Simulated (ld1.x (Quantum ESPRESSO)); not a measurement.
## Building the TM potential for H (PBEsol, scalar-relativistic).

ld1.x (Quantum ESPRESSO) 7.5 input, shortened:

```
&input
   title='H', zed=1., rel=1, dft='PBESOL', iswitch=3,
   config='1s0.5 2p-2'
 /
 &inputp
   pseudotype=2, tm=.true., lloc=1,
   nlcc=.false.
 /
2
1S  1  0   0.50   0.00  1.30  1.30  0.0
2P  2  1  -2.00   0.20  1.30  1.30  0.0
 &test
   configts(1)='1s0.5'
 /
```

What the tests gave:

```json
{"Cutoffs needed": "18 Ry and 35 Ry (the cutoffs (Ry, on a coarse ladder) from which the occupation-weighted sum of valence levels, in a spherical-Bessel basis at the reference potential, stays within 10 and 1 mRy of its value at 400 Ry)", "Ghost test": "no extra level below or beside the all-electron valence levels (s, p, d, f tested) (spherical-Bessel basis up to 400 Ry, 20 bohr box)"}
```

Generation and tests took about 0.17 s on one core of a shared server CPU.
